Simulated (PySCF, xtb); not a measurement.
B3H5N3, SMILES B1NBNB[N]1 (connectivity only; charge and spin as stated), charge -1, multiplicity 1.

Harmonic wavenumbers (cm⁻¹) from xtb with GFN2-xTB at its own minimum, in rising order: 200, 273, 400, 483, 501, 627, 640, 750, 775, 793, 793, 868, 883, 982, 1021, 1063, 1067, 1186, 1303, 1308, 1318, 1478, 2175, 2201, 2262, 3353, 3353.

What does PBE-D3(BJ)/def2-SVPD (PySCF) give at its own minimum? (The exact figures need the calculation; the answer reports its results.)

225, 290, 413, 470, 535, 706, 708, 806, 837, 851, 861, 862, 890, 964, 982, 1021, 1085, 1241, 1298, 1302, 1368, 1479, 2282, 2297, 2414, 3508, 3512. Paired by order, the mean absolute difference is 52 cm⁻¹ and the zero-point energies are 45.8 and 47.5 kcal/mol.
